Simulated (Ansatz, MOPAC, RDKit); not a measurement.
Species: CH₃N (charge 0, singlet). SMILES: C=N

Atoms: C1, N2, H3, H4, H5. Bonds: C1-N2, C1-H3, C1-H4, N2-H5.

Bond lengths (Å) and angles (degrees) optimised at MMFF94 with RDKit; PM3 with MOPAC; HF/3-21G with Ansatz (a quantum-chemistry and plane-wave program); B3LYP/6-31G* with Ansatz, each started from the B3LYP-D3(BJ)/def2-TZVP structure (Ansatz) of the last column. A row stands for all coordinates that are equal there; 7 of 8 kinds are shown. 6-31G* holds six Cartesian d functions. No wavenumbers were computed at MMFF94, so these may be saddle points.

| coordinate | MMFF94 | PM3 | HF/3-21G | B3LYP/6-31G* | B3LYP-D3(BJ)/def2-TZVP |
|---|---|---|---|---|---|
| C1-N2 | 1.287 | 1.276 | 1.256 | 1.270 | 1.263 |
| C1-H3 | 1.101 | 1.089 | 1.075 | 1.094 | 1.090 |
| C1-H4 | 1.102 | 1.091 | 1.080 | 1.099 | 1.095 |
| N2-H5 | 1.027 | 0.988 | 1.015 | 1.027 | 1.022 |
| N2-C1-H3 | 120.6 | 117.9 | 119.2 | 118.7 | 118.9 |
| N2-C1-H4 | 121.9 | 126.5 | 125.3 | 125.7 | 124.9 |
| C1-N2-H5 | 110.1 | 117.3 | 114.9 | 110.4 | 111.3 |

Mean signed difference of all 4 bond lengths from B3LYP-D3(BJ)/def2-TZVP: MMFF94 0.012 Å, PM3 -0.007 Å, HF/3-21G -0.011 Å, B3LYP/6-31G* 0.005 Å.
